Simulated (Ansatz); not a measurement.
Consider the substitution at a C–C bond: `CC(O)F` + `[OH][GaH][SH]` → `C[O][GaH][SH]` + `OCF`.

Computed with Ansatz on PBE0-D4/def2-TZVP structures; ΔE is electronic, products minus reactants. CCSD(T)/CBS is the MP2 limit (def2-TZVPP, def2-QZVPP) plus CCSD(T) − MP2 in def2-TZVPP, frozen cores. DFT in def2-TZVPP. For Ga outer-core shells are correlated without core-valence functions, which leaves a few kJ/mol of doubt a bond. Scalar relativity is left out up to krypton. Each species was taken in one conformer, which may not be the lowest.

`CC(O)F`:

Cartesian coordinates in Å:
```
C -0.499 0.480 0.757
C 0.387 -0.270 -0.191
O -0.276 -0.454 -1.383
F 1.544 0.470 -0.416
H -0.805 1.421 0.297
H -1.388 -0.110 0.983
H 0.037 0.689 1.683
H 0.737 -1.223 0.228
H 0.263 -1.004 -1.958
```

`[OH][GaH][SH]`:

Z-matrix (Å, degrees):
```
Ga
S 1 2.188
O 1 1.786 2 112.6
H 1 1.554 2 124.3 3 180.0
H 2 1.345 1 92.3 3 -0.0
H 3 0.959 1 114.2 2 179.9
```

`C[O][GaH][SH]`:

Cartesian coordinates in Å:
```
C 0.533 -0.982 -0.748
O -0.658 -0.252 -0.870
Ga -1.171 1.028 0.257
S 0.152 1.488 1.953
H 0.579 -1.554 0.188
H 0.589 -1.695 -1.575
H 1.424 -0.342 -0.799
H -2.515 1.745 -0.013
H 1.066 0.566 1.606
```

`OCF`:

Cartesian coordinates in Å:
```
O 0.460 0.962 0.182
C -0.288 -0.143 -0.127
F -0.421 -0.975 0.968
H 1.377 0.701 0.304
H 0.156 -0.751 -0.923
H -1.285 0.205 -0.403
```

| level | ΔE (kcal/mol) |
| --- | --- |
| B2PLYP | 19.5 |
| HF/def2-SVP | 17.4 |

Question: What does CCSD(T)/CBS give? (An estimate is asked.)

Answer: The calculation gave: +20.6 kcal/mol. The listed levels differ from it by -1.1, -3.2 kcal/mol.

Largest T1 diagnostic among the species: 0.014.

From BLYP to BHLYP (50 % exact exchange), in def2-TZVPP and without D4, ΔE moves by +1.5 kcal/mol. Leaving LDA and LC-ωPBE aside and taking each functional with its dispersion term where it has one, the values, not all of them listed here, spread over 3.6 kcal/mol, from BLYP-D4 to PBE-QIDH. LDA lies +1.5 kcal/mol from PBE without D4. At CCSD(T), def2-SVP lies −1.6 kcal/mol from the extrapolated value and def2-TZVPP −0.8 kcal/mol.
